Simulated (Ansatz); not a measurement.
The first iterations of a band of H$_{6}$O$_{2}$Si$_{2}$ (10 atoms, charge 0, multiplicity 1).

These are results of Ansatz, RKS PBE0-D4/STO-3G, not measurements.

```
movable images  : 8
climbing image  : no
spring          : 5.0 eV/Å²
optimiser       : quadratic models (default)
start path      : IDPP
force threshold : 0.05 eV/Å
iteration limit : 60
end points      : relaxed
```

Image 0:

```xyz
10
Properties=species:S:1:pos:R:3
O -1.103 1.890 1.080
Si 0.097 0.660 0.929
Si -0.127 -0.645 -0.919
O 1.062 -1.887 -1.060
H -0.921 2.497 0.285
H -0.052 -0.133 2.129
H 1.427 1.242 0.957
H -1.463 -1.215 -0.955
H 0.036 0.144 -2.119
H 0.869 -2.491 -0.265
```

Image 9:

```xyz
10
Properties=species:S:1:pos:R:3
O -1.010 2.061 0.953
Si 0.057 0.709 1.024
Si -0.185 -0.737 -0.701
O 1.177 -1.797 -0.673
H -0.706 2.561 0.121
H -0.260 0.065 2.277
H 1.438 1.152 1.084
H -1.424 -1.489 -0.607
H -0.255 -0.032 -1.970
H 0.991 -2.432 -1.446
```

| iteration | highest image above the first end (eV) | largest band force component (eV/Å) |
| --- | --- | --- |
| 1 | 0.102 | 0.487 |
| 2 | 0.083 | 0.427 |

Does the band converge within its limit, and where does its top end?

It converged. It ended after 5 iterations with the highest image 0.057 eV above the first end. No image climbed, so the highest image needn't sit at the top of the path. Limits of this set-up: minimal basis.

Run time: 43 s on 1 thread of Intel(R) Xeon(R) 6975P-C (Granite Rapids), on a shared host, peak memory 0.14 GiB.
